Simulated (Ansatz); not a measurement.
Input for Ansatz (an electronic-structure program): R-wB97X-V/def2-TZVPP on CH5FGe (SMILES [CH3][GeH2][F]), a point of a torsion scan.

Ansatz 0.2 input:
```yaml
crystal:
  periodic: [false, false, false]
  atoms:
    - {symbol: C, position_ang: [1.06592643, 0.08534059, -0.06435444]}
    - {symbol: Ge, position_ang: [-0.88855937, 0.00112525, 0.11682393]}
    - {symbol: F, position_ang: [-1.29827577, -1.67518022, -0.18256464]}
    - {symbol: H, position_ang: [1.37365539, -0.53818997, -0.90067200]}
    - {symbol: H, position_ang: [1.54375090, -0.29488894, 0.83595398]}
    - {symbol: H, position_ang: [1.40863711, 1.10097476, -0.23615382]}
    - {symbol: H, position_ang: [-1.46384477, 0.22179932, 1.48889550]}
    - {symbol: H, position_ang: [-1.69483703, 0.69895903, -0.94466080]}
basis:
  gaussian:
    orbitals: def2-TZVPP
hamiltonian:
  xc: {name: wB97X-V}
scf: {lower_state_search: off}
```

Output:

```
WARN ansatz: RAYON_NUM_THREADS=2 ignored (pool sized by the plan → 2); use --threads N
Functional definition: wB97X-V
these checks for a lower state are left out or cut short: stability, starts, cluster_reference, orbital_swaps, neighbouring_geometries, increment
integrals: 0.12 GiB planned
1020 factors; their error is unknown
integrals: 0.15 GiB planned
233 factors; integrals over basis functions are off by at most 8.5e-6 eV
mean field: 1.02 GiB planned
mean field evaluation 1: about -60345.9246 eV, gradient 4.8e1 eV
mean field evaluation 2: about -60346.2002 eV, gradient 5.2e1 eV
mean field evaluation 4: about -60349.8500 eV, gradient 1.5e0 eV
mean field evaluation 8: about -60349.8642 eV, gradient 3.0e-2 eV
mean field evaluation 16: about -60350.0416 eV, gradient 7.1e-6 eV
mean field -60350.04156402 eV, -2217.8231207503 hartree, gradient 7.1e-6 eV, S^2 0.000000; 0 other end points of the search recorded, 0 dependent functions left out
reference -60350.04156230 eV, -2217.8231206872 hartree; 26, 26 occupied and 154, 154 virtual orbitals, 1020 factors
Total energy: -60350.04156230 eV, -2217.8231206872 hartree
Checks for a lower state left out: stability, starts, cluster_reference, orbital_swaps, neighbouring_geometries, increment
```

The calculation finished and met its thresholds.

Cost: around 5 core-seconds (rough).
